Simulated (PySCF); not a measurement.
This PySCF input asks for the NMR shieldings of `FC1=CCC(OC(F)F)=CC=C1`, C8H7F3O; the geometry comes from GFN2-xTB.

```python
import basis_set_exchange as bse
import numpy as np
from pyscf import gto, dft
from pyscf.prop import nmr

atoms = """
F    -2.865343   -1.901043   -0.475173
C    -1.883586   -0.983373   -0.665688
C    -0.690624   -1.409369   -1.098412
C     0.374860   -0.430169   -1.468827
C     0.765056    0.238727   -0.183933
O     2.040751   -0.099451    0.223963
C     2.363979    0.049563    1.526644
F     2.749049    1.319604    1.811900
F     3.426747   -0.722777    1.784125
C    -0.044517    1.086590    0.469765
C    -1.425315    1.297177    0.139687
C    -2.265464    0.364226   -0.355015
H    -0.502658   -2.466566   -1.202136
H    -0.011445    0.315681   -2.167310
H     1.241032   -0.926054   -1.899213
H     1.548517   -0.213171    2.228597
H     0.329899    1.661308    1.305336
H    -1.837489    2.251393    0.436859
H    -3.323252    0.576953   -0.418629
"""
names = dict.fromkeys(["F", "C", "O", "H"], "pcSseg-1")
basis = {el: gto.basis.parse(bse.get_basis(n, elements=[el], fmt="nwchem")) for el, n in names.items()}
mol = gto.M(atom=atoms, basis=basis, charge=0, verbose=0)
mf = dft.RKS(mol, xc="PBE0")
mf.grids.level = 2
mf.grids.alignment = dft.numint.BLKSIZE   # the property module wants whole blocks of grid points
mf.conv_tol = 1e-9
mf.kernel()

calc = nmr.RKS(mf)   # GIAO
C = mf.mo_coeff
Co = C[:, mf.mo_occ > 0]
resp = mf.gen_response(singlet=True, hermi=2)
def vind(x):   # induced exchange potential for any number of trial vectors
    d = np.einsum("pi,xij,qj->xpq", C, 2 * x.reshape(-1, C.shape[1], Co.shape[1]), Co, optimize=True)
    return np.einsum("xpq,pi,qj->xij", resp(d - d.transpose(0, 2, 1)), C, Co, optimize=True).ravel()
mo1, _ = nmr.rhf.solve_mo1(calc, with_cphf=vind)
sigma = calc.kernel(mo1)
for i, s in enumerate(sigma):   # ppm
    print("%2d %-2s %9.2f" % (i, mol.atom_pure_symbol(i), np.trace(s) / 3))
```

Q: Give the expected output.

A: 
```
 0 F     287.48
 1 C      16.48
 2 C      83.57
 3 C     156.03
 4 C      36.40
 5 O     138.99
 6 C      63.12
 7 F     265.00
 8 F     272.96
 9 C      80.13
10 C      49.59
11 C      60.98
12 H      26.47
13 H      29.93
14 H      28.48
15 H      25.36
16 H      25.83
17 H      24.71
18 H      24.93
```

These numbers come from an equivalent density-fitted implementation of the same equations, which agrees with the script to about 0.01 ppm for H and up to a few tenths of a ppm for heavy atoms, so last digits may differ.

Q: Turn these shieldings into chemical shifts. Shifts are taken against calculated references (same method and geometry level): 19F (σref 170.95) vs CFCl3; 13C (σref 186.93), 1H (σref 31.72) vs TMS; 17O (σref 336.08) against H2O.

A: Averaging equivalent atoms: F 7/8: -98.0; F 0: -116.5; C 1: 170.4; C 4: 150.5; C 10: 137.3; C 11: 125.9; C 6: 123.8; C 9: 106.8; C 2: 103.4; C 3: 30.9; O 5: 197.1; H 17: 7.00; H 18: 6.79; H 15: 6.35; H 16: 5.89; H 12: 5.25; H 13/14: 2.51 ppm. Unscaled 19F shifts against computed CFCl3 carry errors that often reach 10 to 50 ppm. Experimental scales use liquid or dissolved standards, which lie at an offset from isolated H2O (liquid H2O: subtract about 36 ppm).

Size and cost of the density-fitted run: 239 basis functions, 38 s wall time on 1 thread of an x86-64 server CPU, shared host.
